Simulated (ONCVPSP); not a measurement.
## An all-electron radial function and its pseudo partner (In (Z = 49))

Columns: radius, all-electron u(r) and pseudo u(r) of the 5p shell (level -2.52 eV) of indium in the configuration [Kr] 4d10 5s2 5p1; PBEsol, scalar-relativistic, ONCV scheme, ONCVPSP 4.0.1.

| r (bohr) | all-electron | pseudo |
| --- | --- | --- |
| 0.143 | 0.0224 | 0.0029 |
| 0.285 | 0.1289 | 0.0117 |
| 0.428 | -0.0276 | 0.0271 |
| 0.570 | -0.1746 | 0.0489 |
| 0.713 | -0.2223 | 0.0772 |
| 0.855 | -0.1857 | 0.1105 |
| 0.998 | -0.1014 | 0.1477 |
| 1.140 | 0.0003 | 0.1870 |
| 1.283 | 0.1034 | 0.2280 |
| 1.425 | 0.1976 | 0.2699 |
| 1.568 | 0.2804 | 0.3133 |
| 1.710 | 0.3499 | 0.3573 |
| 1.853 | 0.4072 | 0.4014 |
| 1.995 | 0.4528 | 0.4430 |
| 2.138 | 0.4886 | 0.4801 |
| 2.280 | 0.5152 | 0.5101 |
| 2.423 | 0.5343 | 0.5322 |
| 2.565 | 0.5467 | 0.5462 |
| 2.708 | 0.5536 | 0.5536 |
| 2.850 | 0.5557 | 0.5557 |
| 2.992 | 0.5538 | 0.5538 |
| 3.135 | 0.5485 | 0.5485 |
| 3.278 | 0.5404 | 0.5404 |
| 3.420 | 0.5301 | 0.5301 |
| 3.563 | 0.5179 | 0.5179 |
| 3.705 | 0.5043 | 0.5043 |

Task: How many radial nodes do the two functions have?

Result: The all-electron 5p function has n − l − 1 = 3 (the table is too coarse to show those close to the nucleus); the pseudo-wave has 0, since the states of the same l below it are removed with the core.

Task: At about which radius was the pseudo-wave matched?

Result: 2.85 bohr. The columns agree to 0.0005 from 2.56 bohr on; several derivatives are matched, so the curves merge somewhat inside the radius.

Task: Where does each function peak?

Result: Outermost all-electron maximum near 2.85 bohr, pseudo maximum near 2.85 bohr (to the table’s step).

Task: Is the pseudo-wave norm-conserving?

Result: Yes: the ONCV scheme keeps the norm inside the radius equal to the all-electron one, which fixes the energy derivative of the logarithmic derivative at the level.
